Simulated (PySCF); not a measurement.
KBi: frontier orbitals

r²SCAN at R = 3.419 Å; K def2-SVP, Bi def2-SVP with ECP60; scalar-relativistic core potentials (PySCF 2.14). State: ³Σ⁻ (triplet), unpaired electrons π ↑↑. Only the outer orbitals are listed, counted within each symmetry, core potentials removing the inner ones.

```tsv
spin	orbital	occ.	ε (eV)	on K (%)	main shells (%)
α	4π	1	-19.96	100	100 K p
α	4π	1	-19.96	100	100 K p
α	8σ	1	-19.85	100	100 K p
α	9σ	1	-13.42	1	99 Bi s
α	5π	1	-4.00	3	97 Bi p
α	5π	1	-4.00	3	97 Bi p
α	10σ	1	-3.62	14	86 Bi p, 11 K s
α	11σ	0	-1.39	95	80 K s, 14 K p
α	6π	0	0.26	98	98 K p
α	6π	0	0.26	98	98 K p
β	4π	1	-19.97	100	100 K p
β	4π	1	-19.97	100	100 K p
β	8σ	1	-19.86	100	100 K p
β	9σ	1	-11.88	3	97 Bi s
β	10σ	1	-3.02	32	67 Bi p, 30 K s
β	5π	0	-1.81	15	85 Bi p, 12 K p
β	5π	0	-1.81	15	85 Bi p, 12 K p
β	11σ	0	-1.61	82	57 K s, 24 K p, 18 Bi p
```

Question: Which are the highest filled and the lowest empty level, where do they sit, and how wide is the gap?

Answer: Highest filled β 10σ at -3.02 eV (in %: 67 Bi p, 30 K s); lowest empty β 5π at -1.81 eV (in %: 85 Bi p, 12 K p); the gap at r²SCAN is 1.21 eV.

The bond order (Mayer) is 0.85 and the ⟨S²⟩ is 2.057. The charge on K (Mulliken, basis-dependent) is 0.44. The charge on K (Löwdin, basis-dependent) is 0.30 and the dipole moment (positive dipole means K(−)Bi(+)) is -8.73 D.

These are scalar-relativistic numbers at best; spin–orbit coupling would shift them, the dissociation energy most. The state was picked by a PBE0 search and need not be the measured ground state.
